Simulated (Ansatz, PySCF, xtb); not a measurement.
Torsion F1–B2–As4–H5 in AsBF2H2 (SMILES FB(F)[AsH2]); at each angle all else is relaxed with GFN2-xTB, and the levels are single points there.
Geometry at 210° (charge 0, multiplicity 1):
```xyz
6

F     -1.7370    -0.9593     0.5258
B     -0.8792    -0.0816     0.0400
F     -1.4610     0.9359    -0.5657
As     1.1151    -0.3614     0.0886
H      1.4007     1.1076     0.1710
H      1.1339    -0.4689     1.5834
```

On the grid 0° to 330°, 150° is the highest and 210° the lowest point at MP2/CBS(cc-pVTZ, cc-pVQZ) + ΔCCSD(T)/cc-pVTZ.

Correlated levels freeze the cores. Filled d and f shells under p-block atoms count as core. Rows in 6-31G* carry no dispersion term and start afresh at each structure (6-31G* with six Cartesian d functions); the Pople sets are all-electron and without relativity.

Programs: Ansatz (Gaussian basis) for Hartree–Fock, density functionals and correlated methods; PySCF for 6-31G* rows; xtb for the GFN methods. Each number belongs to the level named beside it.

```tsv
level	energy at 150° less that at 210° (kcal/mol)
GFN-FF	-0.45
HF/6-31G*	2.69
HF/cc-pVDZ	2.83
SVWN5/def2-TZVPP	2.67
PBE/def2-TZVPP	2.59
BP86/6-31G*	(withheld)
B3LYP/def2-TZVPP	2.59
wB97X-V/def2-TZVPP	2.54
CCSD/cc-pVDZ	2.54
```

Complete the blanks.


- BP86/6-31G*, energy at 150° less that at 210° (kcal/mol): 2.34

Ansatz is a first-principles code.
